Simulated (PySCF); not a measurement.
# Working with the constants of SnP

PBEsol constants of SnP, ²Π (doublet), unpaired electrons π ↑ (basis Sn def2-SVPD with ECP28, P def2-SVPD; scalar-relativistic core potentials; PySCF 2.14; masses 119.9022 and 30.9738 u):

```
ωe              : 402.4 cm⁻¹
ωexe            : 1.07 cm⁻¹
Be              : 0.12204 cm⁻¹
αe              : 0.000448 cm⁻¹
D (centrifugal) : 4.49e-08 cm⁻¹
De to Sn + P    : 3.37 eV
```

**Question.** Give the vibrational terms G(v) and spacings up to v = 6.

**Answer.** G(v) = ωe(v+½) − ωexe(v+½)².

| v | G(v) (cm⁻¹) | G(v) − G(v−1) | Bv (cm⁻¹) |
| --- | --- | --- | --- |
| 0 | 200.9 |  | 0.1218 |
| 1 | 601.2 | 400.3 | 0.1214 |
| 2 | 999.3 | 398.1 | 0.1209 |
| 3 | 1395.3 | 396.0 | 0.1205 |
| 4 | 1789.1 | 393.8 | 0.1200 |
| 5 | 2180.8 | 391.7 | 0.1196 |
| 6 | 2570.4 | 389.6 | 0.1191 |

**Question.** How well does the Morse estimate ωe²/(4ωexe) reproduce De, and what is D0?

**Answer.** It gives 4.69 eV, 139 % of the computed De. D0 = De − G(0) = 3.37 − 0.02 = 3.35 eV.

These are scalar-relativistic numbers at best; spin–orbit coupling would shift them, the dissociation energy most. The state is the lowest determinant that a PBE0 search found; another state may lie lower at other levels.
